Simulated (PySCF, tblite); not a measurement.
Isomers of C6H18N2Si. Computed values, GFN2-xTB/tblite, gas phase, harmonic and unscaled. This tight-binding method is rough: wavenumbers can miss measured ones by several per cent, in bad cases by 10 to 20. Modes of hydrogen on silicon can be 10 to 20 % off. One conformer each.

Electronic energies: PBE0/pcSseg-1 single points on the GFN2-xTB geometries (PySCF, gas phase).

```tsv
SMILES	electronic energy, lowest = 0 (kJ/mol)
CC[C@@H](C)NN[SiH](C)C	33.7
CCN[SiH2][C@@H](C)N(C)C	59.7
CC(C)CN([SiH3])N(C)C	164.8
CCCNN(C)[SiH](C)C	63.0
CN([SiH3])N(C)C(C)(C)C	165.4
CCN(N(C)C)[SiH](C)C	81.8
CCCN(NC)[SiH](C)C	63.7
CCCNN[Si](C)(C)C	0.0
```

**Question.** How do GFN2-xTB zero-point energies change the relative energies?

**Answer.** 
```
                 SMILES  ZPE (kJ/mol)  of it from modes above 1550 cm⁻¹  electronic (kJ/mol)  with ZPE, lowest = 0 (kJ/mol)  lowest mode (cm⁻¹)  rings
       CCCNN[Si](C)(C)C         620.5                             329.2                  0.0                            0.0                  22      0
 CC[C@@H](C)NN[SiH](C)C         618.0                             323.6                 33.7                           31.3                  34      0
CCN[SiH2][C@@H](C)N(C)C         615.1                             313.7                 59.7                           54.3                  42      0
      CCCNN(C)[SiH](C)C         617.6                             320.1                 63.0                           60.1                  39      0
      CCCN(NC)[SiH](C)C         617.7                             320.5                 63.7                           60.9                  17      0
    CCN(N(C)C)[SiH](C)C         615.1                             318.7                 81.8                           76.4                  33      0
   CC(C)CN([SiH3])N(C)C         608.0                             308.2                164.8                          152.4                  29      0
 CN([SiH3])N(C)C(C)(C)C         605.8                             310.2                165.4                          150.7                  56      0
```

The zero-point energies span 14.7 kJ/mol, from `CN([SiH3])N(C)C(C)(C)C` to `CCCNN[Si](C)(C)C`. The lowest isomer stays, but the order above it changes.

**Question.** And how do the electronic energies of GFN2-xTB itself compare?

**Answer.** `CCCNN[Si](C)(C)C` 122.4; `CC[C@@H](C)NN[SiH](C)C` 80.2; `CCN[SiH2][C@@H](C)N(C)C` 0.0; `CCCNN(C)[SiH](C)C` 80.9; `CCCN(NC)[SiH](C)C` 83.8; `CCN(N(C)C)[SiH](C)C` 63.6; `CC(C)CN([SiH3])N(C)C` 10.6; `CN([SiH3])N(C)C(C)(C)C` 15.8 kJ/mol, lowest = 0. Against the energies above, taken from the same isomer `CCCNN[Si](C)(C)C`, the largest difference is 276.6 kJ/mol.

**Question.** What do entropy and thermal enthalpy add at 298.15 K and 1 bar (rigid rotor, harmonic oscillator, one conformer each)?

**Answer.** 
```json
{"SMILES": "CC[C@@H](C)NN[SiH](C)C", "point group": "C1", "symmetry number": "1", "S (J/(mol K))": "495.6", "H − H(0) (kJ/mol)": "39.62", "ZPE + H − H(0) − TS (kJ/mol)": "509.9"}
{"SMILES": "CCN[SiH2][C@@H](C)N(C)C", "point group": "C1", "symmetry number": "1", "S (J/(mol K))": "478.3", "H − H(0) (kJ/mol)": "37.83", "ZPE + H − H(0) − TS (kJ/mol)": "510.3"}
{"SMILES": "CCCNN(C)[SiH](C)C", "point group": "C1", "symmetry number": "1", "S (J/(mol K))": "497.5", "H − H(0) (kJ/mol)": "39.89", "ZPE + H − H(0) − TS (kJ/mol)": "509.1"}
{"SMILES": "CCN(N(C)C)[SiH](C)C", "point group": "C1", "symmetry number": "1", "S (J/(mol K))": "491.6", "H − H(0) (kJ/mol)": "39.72", "ZPE + H − H(0) − TS (kJ/mol)": "508.2"}
{"SMILES": "CC(C)CN([SiH3])N(C)C", "point group": "C1", "symmetry number": "1", "S (J/(mol K))": "478.2", "H − H(0) (kJ/mol)": "37.83", "ZPE + H − H(0) − TS (kJ/mol)": "503.3"}
{"SMILES": "CN([SiH3])N(C)C(C)(C)C", "point group": "C1", "symmetry number": "1", "S (J/(mol K))": "465.4", "H − H(0) (kJ/mol)": "37.94", "ZPE + H − H(0) − TS (kJ/mol)": "505.0"}
```

Not tabulated: `CCCNN[Si](C)(C)C` (lowest mode only 22 cm⁻¹); `CCCN(NC)[SiH](C)C` (lowest mode only 16 cm⁻¹).
